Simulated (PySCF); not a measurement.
Cartesian coordinates in Å; atom numbers follow the order of the lines, from 1:
```xyz
20

C     3.353   -0.505    0.211
C     2.124   -0.112   -0.572
O     1.039    0.065    0.312
Si   -0.427    0.729   -0.063
Cl   -0.085    2.624   -0.861
C    -1.513   -0.301   -1.205
C    -2.682   -0.608   -0.303
C    -2.701   -0.118    0.947
C    -1.553    0.729    1.433
H     3.613    0.280    0.937
H     4.210   -0.657   -0.461
H     3.175   -1.438    0.767
H     1.877   -0.893   -1.316
H     2.308    0.822   -1.134
H    -1.825    0.242   -2.113
H    -1.010   -1.221   -1.550
H    -3.506   -1.227   -0.674
H    -3.542   -0.328    1.617
H    -1.052    0.290    2.312
H    -1.878    1.741    1.728
```

Geometry: PBE0-D3(BJ)/def2-SVP; GIAO shifts from PySCF 2.14, gas phase, non-relativistic, averaged over equivalent atoms.

At PBE/pcSseg-1 (222 basis functions, 38 s wall time on 1 thread of an AMD EPYC 9B45, shared host):
| atoms | δ (ppm) |
| --- | --- |
| C7/C8 | 137.7 |
| C2 | 62.7 |
| C6/C9 | 22.6 |
| C1 | 19.8 |
| O3 | 98.7 |
| Si4 | 39.9 |
| Cl5 | 54.7 |
| H17/H18 | 6.04 |
| H13/H14 | 3.95 |
| H16/H19 | 1.71 |
| H15/H20 | 1.53 |
| H10/H11/H12 | 1.29 |

Shifts are taken against calculated references (same method and geometry level): 13C (σref 180.03) and 29Si (σref 334.61) and 1H (σref 31.20) vs TMS; 17O (σref 334.63) vs H2O; 35Cl (σref 933.68) vs HCl.

Question: What do these become at PBE0/pcSseg-1?

Answer: 
```tsv
atoms	δ at PBE0/pcSseg-1	change
C7/C8	139.3	+1.6
C2	60.2	-2.5
C6/C9	20.6	-2.0
C1	19.5	-0.3
O3	80.8	-17.9
Si4	39.6	-0.3
Cl5	37.1	-17.6
H17/H18	6.06	+0.02
H13/H14	3.78	-0.17
H16/H19	1.61	-0.10
H15/H20	1.44	-0.09
H10/H11/H12	1.31	+0.02
```

Scale: 13C (184.41 ppm) and 29Si (351.99 ppm) and 1H (31.27 ppm) vs TMS; H2O for 17O (334.56 ppm); HCl for 35Cl (943.27 ppm) (reference shieldings calculated alike).

The largest change is at O3 (oxygen bonded to C, Si). Cost: 222 basis functions, 26 s wall time on 1 thread of an AMD EPYC 9B45, shared host. The order of the carbon signals is the same at both levels.

Experimental scales use liquid or dissolved standards, which lie at an offset from isolated H2O (liquid H2O: subtract about 36 ppm).
